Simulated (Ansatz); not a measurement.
The first iterations of a band of C3H7F3Si (14 atoms, charge 0, multiplicity 1).

Theory: RKS BHLYP/def2-SVP (Ansatz 0.2.0).

- movable images: 8
- climbing image: no
- spring: 5.0 eV/Å²
- optimiser: quadratic models (default)
- start path: through a guess of the saddle point
- force threshold: 0.05 eV/Å
- iteration limit: 43
- end points: relaxed

Initial state:

```xyz
14
Properties=species:S:1:pos:R:3
C -0.193 -2.004 0.123
Si 0.578 -0.511 0.903
F 2.126 -0.399 0.437
C -0.271 1.091 0.297
C -0.096 1.477 -1.142
F -1.606 0.936 0.556
F 0.147 2.125 1.078
H -0.095 -1.977 -0.966
H -1.258 -2.049 0.371
H 0.281 -2.921 0.482
H 0.540 -0.531 2.375
H 0.962 1.630 -1.362
H -0.487 0.698 -1.799
H -0.642 2.405 -1.326
```

Final state:

```xyz
14
Properties=species:S:1:pos:R:3
C -0.369 -2.138 0.714
Si 0.662 -0.642 0.373
F 1.700 -0.936 -0.837
C -0.453 0.789 -0.226
C 0.207 2.014 -0.785
F -1.312 0.289 -1.161
F -1.228 1.148 0.843
H -0.946 -2.403 -0.176
H -1.072 -1.930 1.526
H 0.249 -2.993 1.001
H 1.456 -0.179 1.527
H 0.847 2.477 -0.032
H 0.812 1.749 -1.653
H -0.566 2.727 -1.085
```

| iteration | highest image above the first end (eV) | largest band force component (eV/Å) |
| --- | --- | --- |
| 1 | 0.569 | 3.162 |
| 2 | 0.107 | 1.156 |

Problem. Does the band converge within its limit, and where does its top end?

Solution. The run converged. It ended after 5 iterations with the highest image 0.038 eV above the first end. No image climbed, so the highest image needn't sit at the top of the path.

The run took 3.2 min on 2 threads of Arm Neoverse V2, with other jobs on the host, peak memory 0.43 GiB.
